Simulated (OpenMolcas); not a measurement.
Re4+ among 5 point charges of -2 e arranged as a trigonal bipyramid (D3h). The axial distance is 1.14 times the equatorial one, R.

```yaml
Program: OpenMolcas
Method: CASSCF
Basis: ANO-RCC-VDZP [7s6p4d2f1g]
Scalar_Hamiltonian: DKH2, point nucleus
Active_space: 3 electrons in 5 orbitals (5d)
State_averaging: 2S+1 = 4 even, 10 roots; 2S+1 = 2 even, 40 roots
Spin-orbit_coupling: RASSI with atomic mean-field integrals over the reference wave functions
```

All point charges move together. At R = 2.2 Å the first state of the same spin is 4214 cm-1, and at R = 2.4 Å it is 2888 cm-1.

Question: A third run gives 5211 cm-1. What distance was it run at?

Answer: With a power law R^-n the two known points give n = -ln(2888 / 4214) / ln(2.4 / 2.2) = 4.34. Then R = 2.2 × (4214 / 5211)^(1/4.34) = 2.095 Å. The run was at 2.09 Å, so the estimate is off by +0.005 Å.

Without dynamic correlation the repulsion within the d shell is too large (B by tens of per cent), so at a given field states of lower spin stand too high. Spin-orbit coupling mixes the spin-free states strongly: the lowest level takes only 65 % from its leading state, 4E (figures for R = 2.09; the like holds for R = 2.2, R = 2.4). An orbital doublet at a regular site is open to a Jahn-Teller distortion, which this geometry leaves out (holds for R = 2.09; R = 2.2). The ground term spreads over less than 5000 cm-1, several times less than with real ligands, so orbital moments are less quenched and χT lies further from the spin-only value than at real sites (holds for R = 2.4). Point charges carry no covalency, so the field is a model and not that of real ligands. No measured value stands beside these numbers.
